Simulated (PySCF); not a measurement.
Job file and geometry (Å, from GFN2-xTB) of an NMR shielding run on SMILES C=COB(O)C=C=S, C$_{4}$H$_{5}$BO$_{2}$S, GIAO PBE0/pcSseg-1 NMR shielding, non-relativistic, gas phase (PySCF 2.14.0, density-fitted response routines); density fitting, a coarse starting grid and PySCF grid level 2 are the driver's defaults:

```
$ OMP_NUM_THREADS=1 python probes_run.py task.json out

{"job": {"kind": "nmr", "xc": "PBE0", "basis": "pcSseg-1"}, "charge": 0, "multiplicity": 1}
C     -2.447582     1.189290    -0.128377
C     -1.631915     0.151723    -0.202069
O     -0.293855     0.279707     0.009314
B      0.590804    -0.742734    -0.066736
O      0.173939    -2.000174    -0.369791
C      2.098508    -0.408560     0.207940
C      2.501270     0.783536     0.530100
S      2.893255     2.235670     0.913027
H     -3.501049     1.073485    -0.298336
H     -2.079158     2.172613     0.102168
H     -1.975884    -0.849440    -0.432766
H      0.839765    -2.683071    -0.408100
H      2.827514    -1.201559     0.125900
```

Question: What does the program print?

Answer: 
```
coarse grid: 12328 points
cycle   1  E = -728.1990354618  dE =  1.341e+00  |g| = 8.274e-01  |ddm| = 3.535e+00
cycle   2  E = -728.0802376091  dE =  1.188e-01  |g| = 1.151e+00  |ddm| = 1.523e+00
cycle   3  E = -728.3259344159  dE = -2.457e-01  |g| = 1.096e-01  |ddm| = 1.007e+00
cycle   4  E = -728.3284718482  dE = -2.537e-03  |g| = 5.276e-02  |ddm| = 1.525e-01
cycle   5  E = -728.3291045449  dE = -6.327e-04  |g| = 1.823e-02  |ddm| = 4.764e-02
cycle   6  E = -728.3291783522  dE = -7.381e-05  |g| = 5.152e-03  |ddm| = 1.760e-02
cycle   7  E = -728.3291831600  dE = -4.808e-06  |g| = 2.578e-03  |ddm| = 6.694e-03
final grid: 117064 points
cycle   8  E = -728.3977791298  dE = -3.323e-05  |g| = 9.296e-03  |ddm| = 2.721e-02
cycle   9  E = -728.3977575569  dE =  2.157e-05  |g| = 1.391e-02  |ddm| = 1.540e-02
cycle  10  E = -728.3977951029  dE = -3.755e-05  |g| = 1.757e-03  |ddm| = 1.069e-02
cycle  11  E = -728.3977959267  dE = -8.238e-07  |g| = 4.698e-04  |ddm| = 1.887e-03
cycle  12  E = -728.3977959722  dE = -4.551e-08  |g| = 1.708e-04  |ddm| = 5.321e-04
cycle  13  E = -728.3977959794  dE = -7.261e-09  |g| = 6.369e-05  |ddm| = 2.156e-04
cycle  14  E = -728.3977959805  dE = -1.050e-09  |g| = 1.633e-05  |ddm| = 6.461e-05
cycle  15  E = -728.3977959806  dE = -6.298e-11  |g| = 2.873e-06  |ddm| = 1.391e-05
converged SCF energy = -728.3977959806

GIAO shielding tensors (ppm)
atom      isotropic    diamagn.    paramagn.     s11        s22        s33       span
  0 C       85.368     254.583    -169.215    -18.781    111.360    163.524    182.304
  1 C       35.112     251.651    -216.539    -78.501     67.961    115.876    194.377
  2 O      148.751     398.917    -250.166     38.452    111.341    296.461    258.008
  3 B       72.687     196.695    -124.009     54.567     71.836     91.656     37.089
  4 O      209.793     388.882    -179.088     97.211    251.623    280.546    183.336
  5 C      135.355     267.604    -132.249     47.462    139.863    218.740    171.278
  6 C      -62.048     266.254    -328.302   -198.576    -91.160    103.591    302.166
  7 S      274.851    1058.158    -783.306     87.960    195.402    541.191    453.231
  8 H       27.052      28.603      -1.552     25.134     25.926     30.095      4.961
  9 H       26.673      31.804      -5.131     24.176     24.984     30.858      6.682
 10 H       24.257      30.476      -6.220     20.442     22.960     29.369      8.927
 11 H       27.837      31.400      -3.563     22.074     25.438     36.000     13.926
 12 H       28.109      28.723      -0.614     24.670     27.410     32.248      7.578
```

Size and cost of the density-fitted run: 168 basis functions, 44 s wall time on 1 thread of an Arm Neoverse N1, shared host; peak memory 0.74 GiB.
